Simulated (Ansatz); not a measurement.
Computed with frozen-core CCSD(T)/cc-pVTZ // PBE-D3(BJ)/def2-TZVP (Ansatz, an electronic-structure program).

Ansatz 0.2 input:
```yaml
crystal:
  periodic: [false, false, false]
  atoms:
    - { symbol: Cl, position_ang: [-1.120617, -0.892865, 1.586482] }
    - { symbol: Ge, position_ang: [-0.000109, 0.000132, -0.000043] }
    - { symbol: Cl, position_ang: [1.87291, 0.699472, 0.756679] }
    - { symbol: Cl, position_ang: [-1.099615, 1.644061, -0.812068] }
    - { symbol: Cl, position_ang: [0.34743, -1.450801, -1.53105] }
basis:
  gaussian: { orbitals: cc-pVTZ }
correlation:
  method: ccsd_t
```

Output:

```
Functional definition: HF
1103 factors; integrals over basis functions are off by at most 5.4e-4 eV
mean field evaluation 1: about -106494.1667 eV, gradient 2.6e1 eV
mean field evaluation 2: about -106494.4319 eV, gradient 2.7e1 eV
mean field evaluation 4: about -106496.4302 eV, gradient 2.0e0 eV
mean field evaluation 8: about -106496.4680 eV, gradient 2.0e-1 eV
mean field evaluation 16: about -106496.4681 eV, gradient 1.2e-6 eV
mean field -106496.46811058 eV, -3913.6730171650 hartree, gradient 1.2e-6 eV, S^2 0.000000; 0 other end points of the search recorded, 0 dependent functions left out
29 core orbitals not correlated
reference -106496.46811058 eV, -3913.6730171650 hartree; 21, 21 occupied and 129, 129 virtual orbitals, 1103 factors
second order -25.21073333 eV of doubles, -0.00000000 eV of singles
cycle   1  -26.07620870 eV  change   -8.7e-1 eV  update   1.0e-1
cycle   2  -26.64180804 eV  change   -5.7e-1 eV  update   2.6e-2
cycle   3  -26.73945133 eV  change   -9.8e-2 eV  update   1.3e-2
cycle   4  -26.72780990 eV  change    1.2e-2 eV  update   2.5e-3
cycle   5  -26.72690938 eV  change    9.0e-4 eV  update   9.4e-4
cycle   6  -26.72671566 eV  change    1.9e-4 eV  update   2.2e-4
cycle   7  -26.72661748 eV  change    9.8e-5 eV  update   7.3e-5
cycle   8  -26.72663447 eV  change   -1.7e-5 eV  update   2.0e-5
perturbative correction -1.20943898 eV, -0.0444460628 hartree
Total energy: -106524.40418403 eV, -3914.6996489287 hartree
```

Cost: about 3 core-minutes (a rough figure).
